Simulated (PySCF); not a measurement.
**How methods differ on the ionisation energy of Ge+**

Ge+ [Ar] 3d10 4s2 4p1 [4p1/2^1, M_J = 1/2] → Ge(2+) [Ar] 3d10 4s2, as a difference of total energies. Calculation: PySCF 2.14, in x2c-TZVPall-2c (6s7p4d1f, 54 functions); the two-component X2C-1e Hamiltonian. Correlated levels: [Ne] frozen. "Screened" scales the spin-orbit matrix elements by Boettger's factors to mimic the two-electron term; Breit and QED terms are absent.

```csv
method,ionisation energy (eV)
GHF (spin-free),15.232
GMP2 (spin-free),15.571
GHF (screened spin-orbit),15.374
GMP2 (screened spin-orbit),15.719
```

Question: How much does correlation contribute at GMP2 (screened spin-orbit)?

Answer: 15.719 − (15.374) = 0.345 eV, measured against GHF (screened spin-orbit).

The spin-free rows lack the spin-orbit shift.

Errors of the correlated levels include the incompleteness of this basis and the frozen core.

For comparison: 15.935 eV (measured; NIST Atomic Spectra Database, ionization energies).
